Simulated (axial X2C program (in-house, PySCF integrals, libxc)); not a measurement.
# RuH⁺: from the spin-free to the two-component result

Calculated with an axial X2C code built on PySCF integrals. Spin-free means the one-electron spin-free X2C Hamiltonian; two-component (2c) means X2C with spin–orbit coupling and atomic mean-field two-electron Coulomb and Gaunt terms, so the difference of the two also holds small scalar two-electron terms. Basis: Ru dyall-cv3z [12s12p8d5f3g], H dyall-v3z [6s2p1d] (cores contracted in-house); Gaussian nuclei, density fitting, unrestricted open shells. Masses: Ru 101.904 u, H 1.008 u.

Spin-free state: M_S = 2, Λ = 1 (beyond evenly filled blocks: σα, π+α, π+β, π-α, δ+α, δ-α); fragments Ru+ + H.

```tsv
level	Re (Å)	ωe (cm⁻¹)	De (eV)	μ (D)
PBE0	1.601	2007.4	1.976	-1.38
HF	1.653	1834.5	0.950	-2.48
MP2	1.570	2149.2	1.484	n/a
CCSD	1.604	2022.0	1.762	n/a
CCSD(T)	1.604	2014.5	1.803	n/a
LDA	1.597	2005.2	2.855	-0.89
```

Correlated methods: 8 electrons correlated (number of frozen shells: Ru 4 s, 3 p, 1 d; H none), 224 virtual spin orbitals or spinors in MP2, 90 natural virtuals in coupled cluster.

Dipoles are positive if H is the positive end and refer to the centre of mass.

Two-component determinant lowest at the distance of the search:

Ω = 3 (⟨Sz⟩ = 1.99, ⟨Lz⟩ = 1.01 at HF); fragments Ru+ + H.

| level | Re (Å) | ωe (cm⁻¹) | μ (D) |
| --- | --- | --- | --- |
| PBE0 | 1.601 | 2005.6 | -1.38 |
| HF | 1.653 | 1832.9 | -2.48 |
| MP2 | 1.571 | 2146.1 | n/a |
| CCSD | 1.605 | 2018.9 | n/a |
| CCSD(T) | 1.605 | 2011.3 | n/a |
| LDA | 1.597 | 2003.5 | -0.89 |

Question: From the two tables, how do the constants change at the CCSD(T) level (2c against spin-free)?

Answer: At the CCSD(T) level Re goes up by 0.001 Å and ωe falls by 3.2 cm⁻¹.

The state is one determinant whose occupation by symmetry is held fixed; it was picked as the lowest of a PBE0 search that is not exhaustive. Dissociation energies refer to the lowest single-determinant-based atoms at the same level and basis. De is not given where an atomic determinant may have missed its ground term or J level, or where the truncated virtual space spoils (T). Density functionals use the spin component along the axis (collinear). CCSD and (T) use frozen natural virtuals with an MP2 correction for the truncation; (T) itself is uncorrected, so its De runs slightly low. Other states lie close and PBE0, whose exact exchange favours high spin, may order them wrongly; the determinant shown need not be the ground state. The nearest other spin-free determinant of the search, M_S = 2, Λ = 2, lies 0.13 eV up at the distance of the search. The functionals have no current-density term, which raises determinants with orbital currents, atoms included. With several unpaired electrons one determinant need not be a pure state. Open-shell Ω = 0 determinants with evenly filled partner blocks cannot be reached by this program, so the Ω shown need not be the lowest component. At some level and bond length an empty orbital lies below a filled one. The determinant is spin-polarised beyond a pure state at some levels (its spin-free form has ⟨S²⟩ too high), which makes Re and μ there less reliable.
